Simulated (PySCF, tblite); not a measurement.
Isomers of C7H11PS. Calculated harmonic vibrations of the isolated species, GFN2-xTB (tblite), most abundant isotopes, no scaling. Against measured fundamentals such values can be off by several per cent, at times by over 20. One conformer each.

Electronic energies: PBE0/pcSseg-1 single points on the GFN2-xTB geometries (PySCF, gas phase).

| SMILES | electronic energy, lowest = 0 (kJ/mol) |
| --- | --- |
| CC[P@@]1(=S)C=CC(C)=C1 | 0.0 |
| C=CC1=C[P@]1(=S)CCC | 170.6 |
| C#CC[P@](=S)(C=C)CC | 161.4 |
| CC#CP1CCSCC1 | 141.8 |
| CC(C)(C)c1cpcs1 | 6.7 |

Problem. How do GFN2-xTB zero-point energies change the relative energies?

Solution. 
```tsv
SMILES	ZPE (kJ/mol)	of it from modes above 1550 cm⁻¹	electronic (kJ/mol)	with ZPE, lowest = 0 (kJ/mol)	lowest mode (cm⁻¹)	rings
CC[P@@]1(=S)C=CC(C)=C1	416.0	209.1	0.0	0.0	59	1
CC(C)(C)c1cpcs1	422.6	200.5	6.7	13.3	27	1
CC#CP1CCSCC1	414.7	209.1	141.8	140.5	19i	1
C#CC[P@](=S)(C=C)CC	404.8	223.4	161.4	150.2	52	0
C=CC1=C[P@]1(=S)CCC	411.9	218.5	170.6	166.5	51	1
```

The zero-point energies span 17.8 kJ/mol, from `C#CC[P@](=S)(C=C)CC` to `CC(C)(C)c1cpcs1`. Slightly imaginary modes are left out of the zero-point energy: `CC#CP1CCSCC1` 18.7i cm⁻¹. The order is unchanged.

Problem. And how do the electronic energies of GFN2-xTB itself compare?

Solution. `CC[P@@]1(=S)C=CC(C)=C1` 0.0; `CC(C)(C)c1cpcs1` 23.0; `CC#CP1CCSCC1` 144.9; `C#CC[P@](=S)(C=C)CC` 173.3; `C=CC1=C[P@]1(=S)CCC` 210.6 kJ/mol, lowest = 0. Against the energies above, taken from the same isomer `CC[P@@]1(=S)C=CC(C)=C1`, the largest difference is 40.0 kJ/mol.

Problem. What do entropy and thermal enthalpy add at 298.15 K and 1 bar (rigid rotor, harmonic oscillator, one conformer each)?

Solution. 
```json
{"SMILES": "CC[P@@]1(=S)C=CC(C)=C1", "point group": "C1", "symmetry number": "1", "S (J/(mol K))": "434.6", "H − H(0) (kJ/mol)": "31.60", "ZPE + H − H(0) − TS (kJ/mol)": "318.0"}
{"SMILES": "C#CC[P@](=S)(C=C)CC", "point group": "C1", "symmetry number": "1", "S (J/(mol K))": "464.2", "H − H(0) (kJ/mol)": "35.42", "ZPE + H − H(0) − TS (kJ/mol)": "301.8"}
{"SMILES": "C=CC1=C[P@]1(=S)CCC", "point group": "C1", "symmetry number": "1", "S (J/(mol K))": "448.6", "H − H(0) (kJ/mol)": "33.02", "ZPE + H − H(0) − TS (kJ/mol)": "311.1"}
```

Not tabulated: `CC(C)(C)c1cpcs1` (point group not settled); `CC#CP1CCSCC1` (lowest mode only 19i cm⁻¹).
